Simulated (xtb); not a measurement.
Ga(H)2(vinyl) (C2H5Ga), SMILES [CH]([GaH2])=C. All values are semi-empirical tight-binding results from xtb (GFN2-xTB unless named), good for trends rather than for accurate numbers. Geometry optimised at GFN2-xTB.

Optimised geometry:

Bond lengths (Å): Ga1–H2 1.581, Ga1–H3 1.583, Ga1–C4 2.008, C4–C5 1.330, C4–H6 1.089, C5–H7 1.082, C5–H8 1.087. Angles (°): H2–Ga1–H3 116.9, H2–Ga1–C4 117.2, H3–Ga1–C4 125.9, Ga1–C4–C5 116.2, Ga1–C4–H6 124.4, C5–C4–H6 119.4, C4–C5–H7 124.0, C4–C5–H8 120.3, H7–C5–H8 115.7.
Charge 0, spin multiplicity 1.

For metal compounds this method's bond lengths and energies can be far off.

Q: Estimate the properties. (The exact figures need the calculation; the answer reports its results.)

A: 
The point group as xtb finds it comes out as Cs. The orbital gap is 4.15 eV. The zero-point energy comes out as 31.4 kcal/mol and the G − E(el) at 298.15 K (modified RRHO) is 13.7 kcal/mol.

Computed atomic charges and the Wiberg bond orders between heavy atoms:
charges (e) Ga1 0.14, H2 -0.09, H3 -0.08, C4 -0.09, C5 -0.06, H6 0.06, H7 0.05, H8 0.07. Bond orders Ga1–C4 0.90, C4–C5 1.93.
